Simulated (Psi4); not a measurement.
ClCu, triplet (typed; the unrestricted solution is spin-contaminated), geometry from GFN2-xTB (such geometries of metal compounds can be far from the true shape) (the multiplicity is a formal guess), atoms displaced at random by about 0.002 Å a coordinate; Psi4 with PBE/STO-3G.

Here is a job for Psi4.
```
memory 2 GB

molecule mol {
0 3
Cu   -0.000457    0.001187   -0.786003
Cl    0.003036   -0.002677    1.337526
}

set {
  basis sto-3g
  reference uks
}

energy('pbe')
print_variables()
```

It wrote (shortened):

```
   => Loading Basis Set <=

    Name: STO-3G
    Role: ORBITAL
    Keyword: BASIS

         ---------------------------------------------------------
                                   SCF
               by Justin Turney, Rob Parrish, Andy Simmonett
                          and Daniel G. A. Smith
                              UKS Reference
         ---------------------------------------------------------

  ==> Geometry <==

    Molecular point group: c2v
    Full point group: C_inf_v

    Geometry (in Angstrom), charge = 0, multiplicity = 3:

       Center              X                  Y                   Z               Mass
    ------------   -----------------  -----------------  -----------------  -----------------
         CU           0.000000000000     0.000000000000    -0.758516563375    62.929597720000
         CL           0.000000000000    -0.000000000000     1.365018824930    34.968852682000

  Running in c2v symmetry.

  Rotational constants: A = ************  B =      0.16631  C =      0.16631 [cm^-1]
  Rotational constants: A = ************  B =   4985.83236  C =   4985.83236 [MHz]
  Nuclear repulsion =  122.853787272403153

  Charge       = 0
  Multiplicity = 3
  Electrons    = 46
  Nalpha       = 24
  Nbeta        = 22

  ==> Algorithm <==

  SCF Algorithm Type is DF.
  DIIS enabled.
  MOM disabled.
  Fractional occupation disabled.
  Guess Type is SAD.
  Energy threshold   = 1.00e-06
  Density threshold  = 1.00e-06
  Integral threshold = 1.00e-12

  ==> Primary Basis <==

  Basis Set: STO-3G
    Blend: STO-3G
    Number of shells: 13
    Number of basis functions: 27
    Number of Cartesian functions: 28
    Spherical Harmonics?: true
    Max angular momentum: 2

  ==> DFT Potential <==

   => LibXC <=

    Version 7.1.2
    S. Lehtola, C. Steigemann, M. J. T. Oliveira, and M. A. L. Marques,  SoftwareX 7, 1–5 (2018) (10.1016/j.softx.2017.11.002)

   => Composite Functional: PBE <=

    PBE GGA Exchange-Correlation Functional

    J.P. Perdew et. al., Phys. Rev. Lett., 77(18), 3865-3868, 1996

    Deriv               =              1
    GGA                 =           TRUE
    Meta                =          FALSE

    Exchange Hybrid     =          FALSE
    MP2 Hybrid          =          FALSE

   => Exchange Functionals <=

    1.0000     XC_GGA_X_PBE

   => Correlation Functionals <=

    1.0000     XC_GGA_C_PBE

   => LibXC Density Thresholds  <==

    XC_GGA_C_PBE:  1.00E-12
    XC_GGA_X_PBE:  1.00E-15

   => Molecular Quadrature <=

    Radial Scheme          =       TREUTLER
    Pruning Scheme         =           NONE
    Nuclear Scheme         =       TREUTLER

    Blocking Scheme        =         OCTREE
    BS radius alpha        =              1
    Pruning alpha          =              1
    Radial Points          =             75
    Spherical Points       =            302
    Total Points           =          40448
    Total Blocks           =            380
    Max Points             =            254
    Max Functions          =             26
    Weights Tolerance      =       1.00E-15

   => Loading Basis Set <=

    Name: (STO-3G AUX)
    Role: JKFIT
    Keyword: DF_BASIS_SCF

  ==> Integral Setup <==

  SCF_SUBTYPE=INCORE selected. In-core MEM_DF algorithm will be used.
  Using in-core AOs.

  ==> MemDFJK: Density-Fitted J/K Matrices <==

    J tasked:                   Yes
    K tasked:                    No
    wK tasked:                   No
    Algorithm:                 Core
    Schwarz Cutoff:           1E-12
    Mask sparsity (%):       6.8587
    Fitting Condition:        1E-10

   => Auxiliary Basis Set <=

  Basis Set: (STO-3G AUX)
    Blend: DEF2-UNIVERSAL-JKFIT
    Number of shells: 96
    Number of basis functions: 392
    Number of Cartesian functions: 532
    Spherical Harmonics?: true
    Max angular momentum: 6

  Minimum eigenvalue in the overlap matrix is 3.1407033981E-01.
  Reciprocal condition number of the overlap matrix is 1.7720656684E-01.
    Using symmetric orthogonalization.

  ==> Pre-Iterations <==

  SCF Guess: Superposition of Atomic Densities via on-the-fly atomic UHF (no occupation information).

   -------------------------
    Irrep   Nso     Nmo
   -------------------------
     A1        14      14
     A2         1       1
     B1         6       6
     B2         6       6
   -------------------------
    Total      27      27
   -------------------------

  ==> Iterations <==

                           Total Energy        Delta E     RMS |[F,P]|

   @DF-UKS iter SAD: -2075.38824881908567   -2.07539e+03   0.00000e+00
    Occupation by irrep:
             A1    A2    B1    B2
    DOCC [    12,    0,    5,    5 ]
    SOCC [     0,    0,    1,    1 ]
    NA   [    12,    0,    6,    6 ]
    NB   [    12,    0,    5,    5 ]

   @DF-UKS iter   1: -2072.38674883009344    3.00150e+00   7.96196e-02 ADIIS/DIIS
    Occupation by irrep:
             A1    A2    B1    B2
    DOCC [    12,    1,    4,    5 ]
    SOCC [     1,    0,    1,    0 ]
    NA   [    13,    1,    5,    5 ]
    NB   [    12,    1,    4,    5 ]

   @DF-UKS iter   2: -2064.73962469876597    7.64712e+00   2.32147e-02 ADIIS/DIIS
   @DF-UKS iter   3: -2068.97611569940955   -4.23649e+00   1.13483e-01 ADIIS
    Occupation by irrep:
             A1    A2    B1    B2
    DOCC [    12,    1,    5,    4 ]
    SOCC [     1,    0,    0,    1 ]
    NA   [    13,    1,    5,    5 ]
    NB   [    12,    1,    5,    4 ]

   @DF-UKS iter   4: -2075.59843299339946   -6.62232e+00   3.07431e-02 ADIIS/DIIS
   @DF-UKS iter   5: -2068.93311038086040    6.66532e+00   1.12050e-01 ADIIS
    Occupation by irrep:
             A1    A2    B1    B2
    DOCC [    12,    1,    4,    5 ]
    SOCC [     1,    0,    1,    0 ]
    NA   [    13,    1,    5,    5 ]
    NB   [    12,    1,    4,    5 ]

   @DF-UKS iter   6: -2076.23478809272865   -7.30168e+00   1.50806e-02 ADIIS/DIIS
   @DF-UKS iter   7: -2073.48447045837975    2.75032e+00   6.52359e-02 ADIIS/DIIS
   @DF-UKS iter   8: -2074.82539157981182   -1.34092e+00   6.74303e-02 ADIIS/DIIS
   @DF-UKS iter   9: -2075.36390935449253   -5.38518e-01   5.13123e-02 ADIIS/DIIS
   @DF-UKS iter  10: -2073.91932662024510    1.44458e+00   5.58016e-02 ADIIS/DIIS
   @DF-UKS iter  11: -2074.01976852180405   -1.00442e-01   5.72189e-02 ADIIS/DIIS
   @DF-UKS iter  12: -2075.31326248984988   -1.29349e+00   5.43973e-02 ADIIS/DIIS
   @DF-UKS iter  13: -2076.31599427536230   -1.00273e+00   7.57813e-03 ADIIS/DIIS
   @DF-UKS iter  14: -2076.35350425935758   -3.75100e-02   6.07177e-03 ADIIS/DIIS
   @DF-UKS iter  15: -2076.34857012361044    4.93414e-03   5.85993e-03 ADIIS/DIIS
   @DF-UKS iter  16: -2076.36142730640950   -1.28572e-02   2.78853e-03 ADIIS/DIIS
   @DF-UKS iter  17: -2076.26945608548203    9.19712e-02   1.46284e-02 ADIIS/DIIS
   @DF-UKS iter  18: -2076.36502263199145   -9.55665e-02   3.29533e-04 ADIIS/DIIS
   @DF-UKS iter  19: -2076.36494972810942    7.29039e-05   5.30635e-04 ADIIS/DIIS
   @DF-UKS iter  20: -2076.36496953049755   -1.98024e-05   5.02680e-04 ADIIS/DIIS
   @DF-UKS iter  21: -2076.36497924226160   -9.71176e-06   4.88132e-04 ADIIS/DIIS
   @DF-UKS iter  22: -2076.36505353101438   -7.42888e-05   2.55226e-04 ADIIS/DIIS
   @DF-UKS iter  23: -2076.36508293725865   -2.94062e-05   4.05623e-05 DIIS
   @DF-UKS iter  24: -2076.36508364417068   -7.06912e-07   1.56196e-06 DIIS
   @DF-UKS iter  25: -2076.36508364478505   -6.14364e-10   6.90956e-07 DIIS
  Energy and wave function converged.

  ==> Post-Iterations <==

   Electrons on quadrature grid:
      Nalpha   =   23.9999960008 ; deviation = -3.999e-06
      Nbeta    =   21.9999954897 ; deviation = -4.510e-06
      Ntotal   =   45.9999914904 ; deviation = -8.510e-06

   @Spin Contamination Metric:   2.167814171E-01
   @S^2 Expected:                2.000000000E+00
   @S^2 Observed:                2.216781417E+00
   @S   Expected:                1.000000000E+00
   @S   Observed:                1.000000000E+00

    Orbital Energies [Eh]
    ---------------------

    Alpha Occupied:

[...]
    Alpha Virtual:

[...]
    Beta Occupied:

[...]
       5B2    -0.085415

    Beta Virtual:

[...]
    Final Occupation by Irrep:
             A1    A2    B1    B2
    DOCC [    12,    1,    4,    5 ]
    SOCC [     1,    0,    1,    0 ]
    NA   [    13,    1,    5,    5 ]
    NB   [    12,    1,    4,    5 ]

  @DF-UKS Final Energy: -2076.36508364478505

   => Energetics <=

    Nuclear Repulsion Energy =            122.8537872724031530
    One-Electron Energy =               -3124.9643033254519651
    Two-Electron Energy =                1020.1902617284583812
    DFT Exchange-Correlation Energy =     -94.4448293201947422
    Empirical Dispersion Energy =           0.0000000000000000
    VV10 Nonlocal Energy =                  0.0000000000000000
    Total Energy =                      -2076.3650836447850452

  UHF NO Occupations:
  HONO-2 :    5 B2 1.8884531
  HONO-1 :    5 B1 1.0000000
  HONO-0 :   13 A1 1.0000000
  LUNO+0 :    6 B2 0.1115469
  LUNO+1 :   14 A1 0.0030569
  LUNO+2 :    6 B1 0.0000129

Computation Completed

Properties will be evaluated at   0.000000,   0.000000,   0.000000 [a0]

Properties computed using the SCF density matrix

 Multipole Moments:

 ------------------------------------------------------------------------------------
     Multipole            Electronic (a.u.)      Nuclear  (a.u.)        Total (a.u.)
 ------------------------------------------------------------------------------------

 L = 1.  Multiply by 2.5417464519 to convert [e a0] to [Debye]
 Dipole X            :          0.0000000           -0.0000000           -0.0000000
 Dipole Y            :          0.0000000            0.0000000            0.0000000
 Dipole Z            :         -2.1066943            2.2834311            0.1767367
 Magnitude           :                                                    0.1767367

 ------------------------------------------------------------------------------------

  Variable Map:
  ----------------------------------------------------------------------------
[...]
  Array Variable Map:
  ----------------------------------------------------------------------------
[...]
[...]
```
